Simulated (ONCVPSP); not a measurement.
# Tc: one change to an ONCV potential, before and after

| Property | Result |
| --- | --- |
| Element | technetium |
| Generator | ONCVPSP 4.0.1 |
| Type | optimised norm-conserving Vanderbilt (ONCV) |
| Functional | PBE |
| Relativity | scalar-relativistic |
| Frozen core | [Ar] 3d10 |
| Valence charge | 15 |
| Reference configuration | 4s2 4p6 4d5 5s2 |
| Partial waves | 4s+5s: rc 1.85 bohr, ncon 4, nbas 9, qcut 5.1 1/bohr, 2 projectors; 4p: rc 1.70 bohr, ncon 4, nbas 8, qcut 6.5 1/bohr, 2 projectors, debl 3.4 Ha; 4d: rc 1.90 bohr, ncon 4, nbas 8, qcut 7.1 1/bohr, 2 projectors, debl 1.2 Ha; f scattering state at 0.39 Ha: rc 1.70 bohr, ncon 3, nbas 8, qcut 7.6 1/bohr, 2 projectors, debl 2.2 Ha |
| Local potential | polynomial inside 1.50 bohr (lpopt 5, dvloc0 2 Ha) |
| Core correction | Teter function, fcfact 1.5, rcfact 1.4 |

Change: p: rc 1.2; local potential polynomial inside 1.20 bohr (lpopt 5, dvloc0 2 Ha).

Cutoffs: the cutoffs (Ha) at which the residual kinetic energy of the hardest occupied pseudo-wave falls to 1 and 0.1 mHa per electron; they do not see the model core or the augmentation charge, which bear on the density cutoff. Errors are all-electron minus pseudo energies relative to the spin-unpolarised reference configuration.

What does the change do?

The potential gets harder (19 Ha and 22 Ha → 84 Ha and 140 Ha); of the 4 tests that both files solve, the error grows in 1 and shrinks in 0 by more than 15 % and 0.3 meV (median size 6.1 → 6.0 meV); neither file shows a bound ghost. A smaller radius makes the pseudo-wave follow the all-electron one further in, where it bends more sharply, so more plane waves are needed.

```csv
quantity,base,changed
"cutoff, loose",19 Ha,84 Ha
"cutoff, tight",22 Ha,140 Ha
loose cutoff by channel,"s 8.3 Ha, p 13 Ha, d 19 Ha","s 8.3 Ha, p 84 Ha, d 19 Ha"
bound ghosts,none,none
GHOST(+) flags under 300 eV,s at 254.6 eV,s at 124.2 eV
"error for 4s2 4p6 4d5 5s1, meV [ΔE 8.15 eV]",-2.7,-2.5
"error for 4s2 4p6 4d5 5s0, meV [ΔE 23.01 eV]",-12,-12
"error for 4s2 4p6 4d4 5s0, meV [ΔE 51.71 eV]",-9.5,-9.5
"error for 4s2 4p6 4d4 5s2, meV [ΔE 11.64 eV]",-0.7,+1.3
s: phases at 1.88 bohr within 0.05 rad from the reference energy up to (Ha; the scan ends near 5),4.2,3.7
d: phases at 1.93 bohr within 0.05 rad from the reference energy up to (Ha; the scan ends near 5),to the end of the scan,to the end of the scan
f: phases at 1.73 bohr within 0.05 rad from the reference energy up to (Ha; the scan ends near 5),4.9,to the end of the scan
"rms error of d²Exc/dni dnj with the model core, mHa",0.89,1.12
```
